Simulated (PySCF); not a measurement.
CdH2, SMILES [CdH2].

Geometry optimised at PBE0-D3(BJ)/def2-TZVPD. The def2 effective core potentials stand for the cores of Cd; spin–orbit coupling is left out.

Two levels are set side by side: PBE/def2-TZVPD (PySCF) and CAM-B3LYP/def2-TZVPD (PySCF). Same geometry, gas phase. Differences are taken from unrounded values.

```
quantity                     CAM-B3LYP    PBE  PBE minus CAM-B3LYP
---------------------------  ---------  -----  -------------------
orbital gap (eV)                  9.16   5.29                -3.87
highest occupied level (eV)      -9.18  -6.70                 2.48
lowest empty level (eV)          -0.02  -1.41                -1.39
mean polarisability (bohr³)       34.8   36.4                  1.6
```

Without exact exchange PBE keeps part of each electron's self-repulsion, which lifts occupied levels and narrows the gap. Loosely held outer electrons make PBE densities more polarisable. Differences between two approximate levels are no errors against the true value.

Rough cost on one machine, each run with all the roots and properties that it gave: CAM-B3LYP against PBE within a factor of 2.
